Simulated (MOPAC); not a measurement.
Input for MOPAC: PM7 on H2O2Pb (SMILES [OH][Pb][OH]), a point of a torsion scan.

```
PM7 1SCF PRECISE CHARGE=0 THREADS=1
H2O2Pb

O      1.32611785 1     0.39950880 1    -0.66579134 1
Pb    -0.35063854 1    -0.92699492 1    -0.39563742 1
O     -1.72239704 1     0.19824404 1    -1.55410226 1
H      2.17380580 1     0.21716942 1    -0.27007197 1
H     -1.46456464 1     1.01268207 1    -1.97582356 1
```

It printed:

```
*******************************************************************************
 **                                                                           **
 **                              MOPAC v23.2.5                                **
 **                                                                           **
 *******************************************************************************
 ** MOPAC's Digital Object Identifier: https://doi.org/10.5281/zenodo.6511958 **
 **                                                                           **
 ** Please cite the open-source release paper for use of this MOPAC version:  **
 ** J. E. Moussa and J. J. P. Stewart (2026)                                  **
 ** MOPAC: An open-source semiempirical molecular orbital program             **
 ** J. Open Source Softw., 11(119), 8025, https://doi.org/10.21105/joss.08025 **
 *******************************************************************************

                              PM7 CALCULATION RESULTS

 *******************************************************************************
 *  PM7        - The PM7 Hamiltonian to be used
 *
 *
 *
 *                 CHARGE ON SYSTEM = 0
 *
 *
 *
 *  PRECISE    - TIGHTER CRITERIA TO BE USED
 *  1SCF       - DO 1 SCF AND THEN STOP
 *  THREADS=1  - MULTI-THREADING NOT USED
 *  T=         - A TIME OF 172800.0 SECONDS REQUESTED
 *  DUMP=N     - RESTART FILE WRITTEN EVERY 7200.0 SECONDS REQUESTED
 *******************************************************************************
PM7 1SCF PRECISE CHARGE=0 THREADS=1
 H2O2Pb

   ATOM   CHEMICAL          X               Y               Z
  NUMBER   SYMBOL      (ANGSTROMS)     (ANGSTROMS)     (ANGSTROMS)

     1       O          1.32611785  *   0.39950880  *  -0.66579134  *
     2      Pb         -0.35063854  *  -0.92699492  *  -0.39563742  *
     3       O         -1.72239704  *   0.19824404  *  -1.55410226  *
     4       H          2.17380580  *   0.21716942  *  -0.27007197  *
     5       H         -1.46456464  *   1.01268207  *  -1.97582356  *



          CARTESIAN COORDINATES

    NO.       ATOM           X           Y           Z

     1         O          1.3261      0.3995     -0.6658
     2        Pb         -0.3506     -0.9270     -0.3956
     3         O         -1.7224      0.1982     -1.5541
     4         H          2.1738      0.2172     -0.2701
     5         H         -1.4646      1.0127     -1.9758

 General Reference for PM7:
 "Optimization of Parameters for Semiempirical Methods VI: More Modifications to the
 NDDO Approximations and Re-optimization of Parameters", J. J. P. Stewart, J. Mol. Mod., 1:32, 19 (2013)
 https://link.springer.com/article/10.1007/s00894-012-1667-x

           Empirical Formula: H2 O2 Pb  =     5 atoms



      MOLECULAR POINT GROUP   :   Cs


      RHF CALCULATION, NO. OF DOUBLY OCCUPIED LEVELS = 9


 -------------------------------------------------------------------------------
 PM7 1SCF PRECISE CHARGE=0 THREADS=1
 H2O2Pb



     1SCF WAS SPECIFIED, SO BFGS WAS NOT USED
     SCF FIELD WAS ACHIEVED


                              PM7 CALCULATION
                                                       MOPAC v23.2.5 Linux




          FINAL HEAT OF FORMATION =        -91.91139 KCAL/MOL =    -384.55727 KJ/MOL


          COSMO AREA              =         99.76 SQUARE ANGSTROMS
          COSMO VOLUME            =         83.41 CUBIC ANGSTROMS

          IONIZATION POTENTIAL    =         10.318948 EV
          HOMO LUMO ENERGIES (EV) =        -10.319 -0.633
          NO. OF FILLED LEVELS    =          9
          MOLECULAR WEIGHT        =        241.2146         POINT GROUP:  Cs

          MOLECULAR DIMENSIONS (Angstroms)

            Atom       Atom       Distance
            H     4    O     3     4.10238
            H     5   Pb     2     2.26219
            O     1    H     5     0.00043


          SCF CALCULATIONS        =          1





   ATOM   CHEMICAL          X               Y               Z
  NUMBER   SYMBOL      (ANGSTROMS)     (ANGSTROMS)     (ANGSTROMS)

     1       O          1.32611785  *   0.39950880  *  -0.66579134  *
     2      Pb         -0.35063854  *  -0.92699492  *  -0.39563742  *
     3       O         -1.72239704  *   0.19824404  *  -1.55410226  *
     4       H          2.17380580  *   0.21716942  *  -0.27007197  *
     5       H         -1.46456464  *   1.01268207  *  -1.97582356  *

                             CARTESIAN COORDINATES

   1    O        1.326117850     0.399508800    -0.665791340
   2   Pb       -0.350638540    -0.926994920    -0.395637420
   3    O       -1.722397040     0.198244040    -1.554102260
   4    H        2.173805800     0.217169420    -0.270071970
   5    H       -1.464564640     1.012682070    -1.975823560


           Empirical Formula: H2 O2 Pb  =     5 atoms



      MOLECULAR POINT GROUP   :   Cs


                  EIGENVALUES
 -25.38144 -25.33549 -17.89476 -14.50958 -14.05713 -11.05435 -10.60424 -10.52496
 -10.31895  -0.63285   0.55417   0.71261   7.02177   7.29370


              NET ATOMIC CHARGES AND DIPOLE CONTRIBUTIONS

  ATOM NO.   TYPE          CHARGE      No. of ELECS.   s-Pop       p-Pop
    1          O          -0.889453        6.8895     1.87158     5.01787
    2         Pb           1.080354        2.9196     1.95851     0.96113
    3          O          -0.857596        6.8576     1.86812     4.98947
    4          H           0.322695        0.6773     0.67731
    5          H           0.344000        0.6560     0.65600
 DIPOLE           X         Y         Z       TOTAL
 POINT-CHG.     0.559    -5.324     3.510     6.401
 HYBRID         0.381     0.618    -0.258     0.770
 SUM            0.941    -4.706     3.251     5.797


          ATOMIC ORBITAL ELECTRON POPULATIONS

     Atom    s        px        py        pz
    1  O   1.87158   1.42791   1.75687   1.83309
    2 Pb   1.95851   0.37700   0.36545   0.21868
    3  O   1.86812   1.67263   1.53932   1.77752
    4  H   0.67731
    5  H   0.65600

 **********************
 *                    *
 * JOB ENDED NORMALLY *
 *                    *
 **********************




 == MOPAC DONE ==
```

The run finished.

Cost: very roughly 0.04 core-seconds.
